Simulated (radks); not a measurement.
Values are calculated unless marked as measured or tabulated.
Q: Fe II, 25 electrons, occupied as [Ar] 3d6.5 4p0.5 (fractional occupations, a model configuration). Level of theory: Dirac Kohn-Sham, PBEsol, spin-unpolarised, spherical densities, point nucleus; open shells are shared between the two j in proportion to 2j + 1 (a radial shooting solver on a logarithmic mesh with Libxc functionals).

Spin-orbit splittings of the eigenvalues, e(l+1/2) - e(l-1/2), with zeta = 2 splitting/(2l+1) and mean radii in bohr:

shell  occ.  splitting (eV)  zeta (eV)  <r> j=l-1/2  <r> j=l+1/2
2p        6           12.47      8.311       0.2335       0.2366
3p        6           1.526      1.017       0.8567       0.8664
3d      6.5          0.1473    0.05892        1.149        1.156
4p      0.5               ?          ?        3.530        3.562

Estimate the 4p splitting.

A: 0.07601 eV (zeta = 0.05068 eV).
